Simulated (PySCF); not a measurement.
## Atomic charges against the basis set

Al2Cl6.
Cartesian coordinates in Å at the PBE0-D3(BJ)/def2-SVP level; atoms count from 1:
```
atom  x, y, z in Å
Cl1   -1.749   -2.644    0.077
Al2   -1.495   -0.577    0.047
Cl3   -3.075    0.778    0.083
Cl4   -0.051   -0.010   -1.619
Al5    1.478    0.590   -0.039
Cl6    1.743    2.655   -0.071
Cl7    3.049   -0.775   -0.072
Cl8    0.031    0.030    1.627
```

PBE0 throughout (PySCF), one geometry, spherical d and f functions. Isolated species at its PBE0-D3(BJ)/def2-SVP geometry, gas phase. Atoms taken as equivalent share a column and are averaged.

Mulliken charges (e):

```json
{"basis": "STO-3G", "functions": "72", "Cl1/Cl3/Cl6/Cl7": "-0.374", "Al2/Al5": "+1.081", "Cl4/Cl8": "-0.332"}
{"basis": "pcSseg-0", "functions": "104", "Cl1/Cl3/Cl6/Cl7": "-0.373", "Al2/Al5": "+1.146", "Cl4/Cl8": "-0.400"}
{"basis": "6-31G", "functions": "104", "Cl1/Cl3/Cl6/Cl7": "-0.231", "Al2/Al5": "+0.692", "Cl4/Cl8": "-0.230"}
{"basis": "cc-pVDZ", "functions": "144", "Cl1/Cl3/Cl6/Cl7": "-0.183", "Al2/Al5": "+0.487", "Cl4/Cl8": "-0.121"}
{"basis": "def2-SVP", "functions": "144", "Cl1/Cl3/Cl6/Cl7": "-0.242", "Al2/Al5": "+0.745", "Cl4/Cl8": "-0.261"}
{"basis": "6-31G*", "functions": "144", "Cl1/Cl3/Cl6/Cl7": "-0.193", "Al2/Al5": "+0.544", "Cl4/Cl8": "-0.157"}
{"basis": "pcSseg-1", "functions": "192", "Cl1/Cl3/Cl6/Cl7": "-0.315", "Al2/Al5": "+0.951", "Cl4/Cl8": "-0.320"}
{"basis": "aug-cc-pVDZ", "functions": "216", "Cl1/Cl3/Cl6/Cl7": "-0.331", "Al2/Al5": "+1.027", "Cl4/Cl8": "-0.365"}
{"basis": "cc-pVTZ", "functions": "272", "Cl1/Cl3/Cl6/Cl7": "-0.173", "Al2/Al5": "+0.417", "Cl4/Cl8": "-0.072"}
{"basis": "6-311+G(2d,p)", "functions": "280", "Cl1/Cl3/Cl6/Cl7": "-0.277", "Al2/Al5": "+0.884", "Cl4/Cl8": "-0.331"}
{"basis": "def2-TZVP", "functions": "296", "Cl1/Cl3/Cl6/Cl7": "-0.205", "Al2/Al5": "+0.530", "Cl4/Cl8": "-0.120"}
```

IAO charges (e):

| basis | functions | Cl1/Cl3/Cl6/Cl7 | Al2/Al5 | Cl4/Cl8 |
| --- | --- | --- | --- | --- |
| STO-3G | 72 | -0.323 | +0.825 | -0.180 |
| pcSseg-0 | 104 | -0.291 | +0.780 | -0.197 |
| 6-31G | 104 | -0.282 | +0.743 | -0.179 |
| cc-pVDZ | 144 | -0.325 | +0.863 | -0.212 |
| def2-SVP | 144 | -0.326 | +0.869 | -0.218 |
| 6-31G* | 144 | -0.326 | +0.865 | -0.212 |
| pcSseg-1 | 192 | -0.327 | +0.867 | -0.214 |
| aug-cc-pVDZ | 216 | -0.331 | +0.875 | -0.214 |
| cc-pVTZ | 272 | -0.339 | +0.901 | -0.223 |
| 6-311+G(2d,p) | 280 | -0.336 | +0.888 | -0.217 |
| def2-TZVP | 296 | -0.340 | +0.904 | -0.224 |

Hirshfeld charges (e):

```
        basis  functions  Cl1/Cl3/Cl6/Cl7  Al2/Al5  Cl4/Cl8
       STO-3G         72           -0.307   +0.818   -0.204
     pcSseg-0        104           -0.178   +0.392   -0.036
        6-31G        104           -0.174   +0.386   -0.038
      cc-pVDZ        144           -0.178   +0.373   -0.018
     def2-SVP        144           -0.174   +0.353   -0.005
       6-31G*        144           -0.180   +0.376   -0.016
     pcSseg-1        192           -0.187   +0.396   -0.022
  aug-cc-pVDZ        216           -0.184   +0.395   -0.028
      cc-pVTZ        272           -0.183   +0.384   -0.019
6-311+G(2d,p)        280           -0.182   +0.390   -0.025
    def2-TZVP        296           -0.182   +0.381   -0.017
```

Q: Which scheme is steadiest as the basis changes?

A: Largest range over the bases for any column: IAO 0.16 e, Hirshfeld 0.46 e, Mulliken 0.73 e. IAO charges move least and Mulliken charges most, counted in e. Without the minimal STO-3G basis the ranges are IAO 0.16, Hirshfeld 0.04, Mulliken 0.73 e.

Q: How much do the charges still move between the two largest bases, 6-311+G(2d,p) and def2-TZVP?

A: At most, over all atoms: Mulliken 0.354 e, IAO 0.016 e, Hirshfeld 0.008 e.

Q: What do the same runs give for the total energy and the frontier levels?

A: 
| basis | energy (Eh) | HOMO (eV) | LUMO (eV) |
| --- | --- | --- | --- |
| STO-3G | -3209.7076 | -7.67 | 1.06 |
| pcSseg-0 | -3241.6842 | -10.09 | -2.07 |
| 6-31G | -3245.0552 | -9.98 | -2.17 |
| cc-pVDZ | -3245.4096 | -9.44 | -1.04 |
| def2-SVP | -3244.3852 | -9.40 | -0.83 |
| 6-31G* | -3245.2428 | -9.55 | -1.19 |
| pcSseg-1 | -3245.2590 | -9.66 | -1.21 |
| aug-cc-pVDZ | -3245.4266 | -9.51 | -1.35 |
| cc-pVTZ | -3245.5437 | -9.48 | -1.03 |
| 6-311+G(2d,p) | -3245.4872 | -9.48 | -1.33 |
| def2-TZVP | -3245.5016 | -9.47 | -1.01 |
